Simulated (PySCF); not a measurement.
SiBr2Cl, SMILES Cl[Si](Br)Br, multiplicity 2. Geometry: PBE-D3(BJ)/def2-SVP.

Computed equilibrium geometry at PBE-D3(BJ)/def2-SVP (PySCF confirms it by a frequency run) as a Z-matrix, and its point group:
point group Cs.
```
Si
Cl 1 2.0829
Br 1 2.2457 2 109.38
Br 1 2.2457 2 109.38 3 -120.66
```
Charge 0, spin multiplicity 2.
